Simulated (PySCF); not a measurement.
Start geometry of `C[C@@H]([O-])C[C@H](C)C(F)=C(F)F` from GFN2-xTB (Å):
```
atom  x, y, z in Å
C1     2.3617   -0.5421    0.3707
C2     1.4954   -0.9116   -0.8812
O3     1.1429   -2.1650   -0.9472
C4     0.2798    0.1354   -0.9433
C5    -0.6724    0.0352    0.2535
C6    -1.3475   -1.3336    0.2583
C7    -1.6367    1.1720    0.1421
F8    -2.5554    1.1029   -0.8568
C9    -1.6082    2.3102    0.8378
F10   -0.7922    2.5364    1.8803
F11   -2.3625    3.4082    0.6176
H12    2.5320    0.5332    0.4406
H13    1.8709   -0.8939    1.2758
H14    3.3221   -1.0490    0.2932
H15    2.1194   -0.5715   -1.7777
H16   -0.2785   -0.0775   -1.8567
H17    0.6955    1.1457   -1.0116
H18   -0.1047    0.1775    1.1763
H19   -0.5678   -2.0534   -0.0184
H20   -2.1367   -1.3729   -0.4892
H21   -1.7660   -1.5695    1.2354
```

Task: What comes out of this run: PBE0-D3(BJ)/def2-SVP geometry optimisation, gas phase (PySCF)?

Result: 
```
atom  x, y, z in Å
C1     2.5180   -0.2855    0.1121
C2     1.4855   -0.9369   -0.8563
O3     1.1619   -2.1609   -0.5043
C4     0.2650    0.0485   -1.0146
C5    -0.6906   -0.0102    0.1879
C6    -1.5121   -1.3014    0.1538
C7    -1.5576    1.1940    0.2613
F8    -2.4024    1.3870   -0.7683
C9    -1.5905    2.1065    1.2317
F10   -0.8371    2.0665    2.3172
F11   -2.3718    3.1775    1.2404
H12    2.8824    0.7108   -0.2093
H13    2.0896   -0.1963    1.1277
H14    3.3759   -0.9723    0.1919
H15    1.9974   -0.8310   -1.8843
H16   -0.3004   -0.2377   -1.9191
H17    0.6199    1.0856   -1.1698
H18   -0.0777   -0.0170    1.1051
H19   -0.7554   -2.0917   -0.0303
H20   -2.2384   -1.2718   -0.6757
H21   -2.0633   -1.4619    1.0965
```

The energy falls by 3.8 kcal/mol over 19 energy and gradient evaluations, the largest force component goes from 0.0196 to 2.1e-04 Eh/bohr, and the atoms move by 0.363 Å rms after alignment. The bond that changes most is C2–C4 (sp3 carbon bound to oxygen to chain CH2 carbon), which shortens by 0.029 Å. Bonds longer at the end by more than 0.005 Å: 11 of 20; shorter: 6. Among the angles that change most is C4–C5–C7, from 107.0° to 111.7°. Among the dihedrals that turn most is C6–C5–C7–C9, from 137° to 119°. Rotational constants go from 1863, 579.2, 502.1 to 1806, 583.4, 514.9 MHz. The orientation of the end geometry is arbitrary; only internal coordinates are fixed.

The run used 204 basis functions and 128 SCF cycles in all.

Stationary, but not proved a minimum.

One conformer stands for the species.
